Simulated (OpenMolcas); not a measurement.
5d along the 69-electron sequence

* Program: OpenMolcas 26.06
* Method: SS-CASPT2, IPEA 0.25 Eh, imaginary shift 0.1 Eh
* Basis: ANO-R3
* Scalar Hamiltonian: X2C, finite nucleus
* Spin-orbit coupling: state interaction with AMFI integrals over the reference wave functions, term energies averaged over their components

Active space for each ion: 1 electron in 5 orbitals (5d); closed shells correlated by CASPT2: 5s 5p.

Computed levels in cm-1 above 2D 3/2:

| Level | Hf3+ | Ta4+ | W5+ | Re6+ | Os7+ |
| --- | --- | --- | --- | --- | --- |
| 2D 5/2 | 5021 | 6809 | 8738 | 10744 | 13084 |
| weight of 2D in the lowest level (%) | 100 | 100 | 100 | 100 | 100 |

Measured, with the error of the calculation in %. Measured levels: W5+ from the list in J. Phys. B 45, 035002 (2012).

```tsv
Level	W5+
2D 5/2	8709 (+0.3)
```

The fine-structure level 2D 5/2 changes by a factor of 2.61 from Hf3+ to Os7+. Its fourth root runs 8.42, 9.08, 9.67, 10.18, 10.70, with steps per unit of Z of 0.67, 0.58, 0.51, 0.51; equal steps would mean a (Z - σ)^4 law with constant σ.

With one active electron, CASPT2 adds the correlation within the correlated inactive shells and between them and that electron, and leaves the splitting within a term as the reference gives it. Measured partners are found by configuration, term and J. A level has none where our copy of the source lacks it or the pairing is in doubt (some pairs that miss far off the trend of their configuration count as doubtful), and it then counts in no deviation. Levels of configurations outside the active space are missing.
